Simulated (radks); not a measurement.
Values are calculated unless marked as measured or tabulated.
Dipole-allowed excitations along the series with 4 electrons in [He] 2s2. Code: a radial shooting solver on a logarithmic mesh with Libxc functionals. Model: non-relativistic Kohn-Sham, LB94 model potential, spin-unpolarised, spherical densities, point nucleus. Time-dependent linear response with the Hartree and adiabatic LDA kernel, continuum included through the Sternheimer equations. Lines are the poles of the dipole polarisability below minus the highest occupied eigenvalue, found on a grid refined at the orbital gaps; the lowest seven at most are given, and weak or close lines can be missed. The first line takes the name of the lowest orbital gap if no other gap lies below it; otherwise a line is named after a gap within 0.6 % of it, if that gap stands alone.

\begin{tabular}{lrrrrrrr}
species & -e(HOMO) (eV) & lowest orbital gap (eV) & first line (eV) & f & strongest line (eV) & its f & static alpha (bohr^3) \\ \hline
Mg8+ & 322.92 & 2s-2p 19.976 & 28.200 (2s-2p) & 0.258 & 192.64 (2s-3p) & 0.624 & 0.2589 \\
Al9+ & 392.83 & 2s-2p 22.026 & 31.041 (2s-2p) & 0.235 & 232.89 (2s-3p) & 0.645 & 0.1939 \\
Si10+ & 469.55 & 2s-2p 24.074 & 33.880 (2s-2p) & 0.216 & 276.92 (2s-3p) & 0.662 & 0.1489 \\
P11+ & 553.06 & 2s-2p 26.122 & 36.716 (2s-2p) & 0.200 & 324.73 (2s-3p) & 0.677 & 0.1169 \\
S12+ & 643.38 & 2s-2p 28.168 & 39.553 (2s-2p) & 0.186 & 376.32 (2s-3p) & 0.689 & 0.09338 \\
\end{tabular}
